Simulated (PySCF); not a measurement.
# Ionisation energy of Ge by level of theory

Ge [Ar] 3d10 4s2 4p2 (3P) → Ge⁺ [Ar] 3d10 4s2 4p1 (2P), as a difference of total energies. All numbers are calculated (PySCF 2.14, the spin-free X2C one-electron Hamiltonian (Gaussian nucleus), in x2c-QZVPPall). Correlated levels: valence: [Ar] 3d10 frozen. The calculations carry no spin-orbit coupling.

```json
{"method": "UHF", "ionisation energy (eV)": "7.401"}
{"method": "MP2 (valence)", "ionisation energy (eV)": "7.775"}
{"method": "SCS-MP2 (valence)", "ionisation energy (eV)": "7.698"}
{"method": "CCSD (valence)", "ionisation energy (eV)": "7.792"}
{"method": "CCSD(T) (valence)", "ionisation energy (eV)": "7.825"}
```

Task: How much does correlation contribute at CCSD(T) (valence)?

Result: 7.825 − (7.401) = 0.424 eV, measured against UHF.

A first-order spin-orbit estimate (lowest level to lowest level, LS coupling) adds -0.029 eV.

Errors of the correlated levels include the incompleteness of this basis and the frozen core.

For comparison: 7.899 eV (measured; NIST Atomic Spectra Database, ionization energies).
